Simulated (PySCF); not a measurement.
(3E)-2-fluoropenta-1,3-diene (C₅H₇F), SMILES C(/C)=C\C(=C)F.

Geometry: PBE0-D3(BJ)/def2-SVP. The values are those of a single conformer.

Level of theory: SMD-M06-2X/6-31G* run with PySCF.

Solvation free energies are E(SMD) − E(gas) at the gas-phase geometry, for 1 M in both phases. In vacuum the dipole moment is 1.48 D.

Computed solvation free energies in water, acetone, N,N-dimethylformamide:
```csv
solvent,ΔG(solv) (kcal/mol),its non-electrostatic (CDS) part,dipole (D)
water,0.9,4.6,1.91
acetone,-3.7,-0.2,1.88
"N,N-dimethylformamide",-2.7,0.9,1.90
```
